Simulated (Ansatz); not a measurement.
Correlation energies of `C#[C][Al]([F])[F]` by basis set

Cartesian coordinates in Å:
```
C 1.0414 -1.3437 0.7216
C 0.3600 -0.4649 0.2494
Al -0.6981 0.9005 -0.4837
F -2.1407 1.2956 0.1764
F -0.2060 1.7323 -1.8025
H 1.6432 -2.1198 1.1387
```

Charge 0, multiplicity 1. The geometry is a stationary point of PBE0-D4/def2-TZVP. Frozen core, restricted reference, Ansatz 0.2.0. CBS rows extrapolate triple and quadruple zeta; past MP2 they add the triple-zeta difference.

```
     basis     HF (Eh)  MP2 corr.  CCSD corr.       (T)  CCSD(T) total
  def2-SVP  -516.92500          ?    -0.68734  -0.01789              ?
def2-TZVPP  -517.35982          ?           ?  -0.03312              ?
def2-QZVPP           ?   -0.93951           –         –              –
 CBS(def2)  -517.38307   -0.99458    -1.00206     as TZ     -518.41825
```

(1) Fill in the withheld values. (An estimate is asked.)

## Answers

(1) Computed: def2-SVP MP2 corr.: -0.67143; def2-SVP CCSD(T) total: -517.63023; def2-TZVPP MP2 corr.: -0.86517; def2-TZVPP CCSD corr.: -0.87266; def2-TZVPP CCSD(T) total: -518.26560; def2-QZVPP HF (Eh): -517.38025.
